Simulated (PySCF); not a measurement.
Partial charges of `C=C(F)C[Si@@H](C)[SiH3]`

Compound: C₄H₁₁FSi₂.
Z-matrix (Å and degrees, GFN2-xTB geometry), rows numbered from 1:
```
C 
C   1  1.3211
F   2  1.3607  1  118.59
C   2  1.4765  1  128.68  3  -176.66
Si  4  1.9324  2  110.16  1   105.81
C   5  1.9062  4  105.86  2  -173.44
Si  5  2.3203  4  109.21  2   -51.26
H   1  1.0728  2  120.75  3   179.96
H   1  1.0746  2  121.47  3    -0.84
H   4  1.0905  2  109.21  1  -134.20
H   4  1.0880  2  109.27  1   -16.04
H   5  1.4746  4  105.94  2    72.77
H   6  1.0865  5  112.24  4   -56.44
H   6  1.0856  5  110.48  4  -176.41
H   6  1.0867  5  111.45  4    64.26
H   7  1.4637  5  112.73  4    77.58
H   7  1.4679  5  112.28  4   -42.66
H   7  1.4669  5  111.83  4  -161.88
```

Density: PBE0/pcSseg-1 (PySCF); schemes: Mulliken, IAO, Hirshfeld and ESP-fitted. One conformer (not necessarily the lowest) at the GFN2-xTB geometry, without solvent, vibrations or thermal averaging.

Q: What partial charge does each atom carry?

A: In e:

```
atom                  environment  Mulliken     IAO  Hirshfeld  ESP-fitted
  C1         terminal =CH2 carbon    -0.206  -0.407     -0.144      -0.685
  C2           vinylic C–F carbon    +0.128  +0.307     +0.092      +0.389
  F3               vinyl fluorine    -0.288  -0.286     -0.088      -0.197
  C4  sp3 carbon bound to silicon    -0.481  -0.546     -0.163      -0.557
 Si5                  SiH silicon    +0.448  +0.632     +0.289      +0.601
  C6             Si-methyl carbon    -0.611  -0.703     -0.211      -0.659
 Si7                 SiH3 silicon    +0.206  +0.267     +0.203      +0.046
  H8             vinylic hydrogen    +0.124  +0.160     +0.050      +0.235
  H9             vinylic hydrogen    +0.129  +0.168     +0.049      +0.247
 H10           methylene hydrogen    +0.166  +0.168     +0.049      +0.186
 H11           methylene hydrogen    +0.155  +0.162     +0.051      +0.175
 H12                Si–H hydrogen    -0.024  -0.104     -0.078      -0.135
 H13              methyl hydrogen    +0.143  +0.158     +0.045      +0.167
 H14              methyl hydrogen    +0.143  +0.158     +0.042      +0.155
 H15              methyl hydrogen    +0.138  +0.152     +0.041      +0.159
 H16                Si–H hydrogen    -0.044  -0.089     -0.073      -0.040
 H17                Si–H hydrogen    -0.065  -0.097     -0.076      -0.037
 H18                Si–H hydrogen    -0.062  -0.098     -0.076      -0.050
```

Mean size of the charges over all atoms: ESP-fitted 0.262 e, IAO 0.259 e, Mulliken 0.198 e, Hirshfeld 0.101 e. Each set sums to the total charge, 0, to within 0.001 e. The Mulliken scheme counts on each atom the diagonal of the density matrix times the overlap matrix over that atom's basis functions. The ESP scheme is a least-squares fit of atom-centred charges to the potential on four shells outside the van der Waals surface, with the total charge fixed.

Lowest charge. The schemes don't all agree: Mulliken C6 (-0.611); IAO C6 (-0.703); Hirshfeld C6 (-0.211); ESP-fitted C1 (-0.685).

Highest charge. All schemes agree: Mulliken Si5 (+0.448); IAO Si5 (+0.632); Hirshfeld Si5 (+0.289); ESP-fitted Si5 (+0.601).

Q: How closely do the schemes follow one another over all atoms?

A: Correlation coefficient and root-mean-square difference: Mulliken with IAO 0.98, 0.087 e; IAO with ESP-fitted 0.96, 0.096 e; IAO with Hirshfeld 0.95, 0.205 e; Mulliken with ESP-fitted 0.91, 0.150 e; Mulliken with Hirshfeld 0.91, 0.149 e; Hirshfeld with ESP-fitted 0.87, 0.239 e.

Q: How many electrons does the IAO scheme count on C1?

A: Z − q = 6 − (-0.407) ≈ 6.408.

Q: Sum the charges by element, for elements with more than one atom.

A: 
| element | atoms | Mulliken | IAO | Hirshfeld | ESP-fitted |
| --- | --- | --- | --- | --- | --- |
| C | 4 | -1.170 | -1.350 | -0.426 | -1.512 |
| Si | 2 | +0.654 | +0.900 | +0.492 | +0.647 |
| H | 11 | +0.804 | +0.737 | +0.023 | +1.062 |
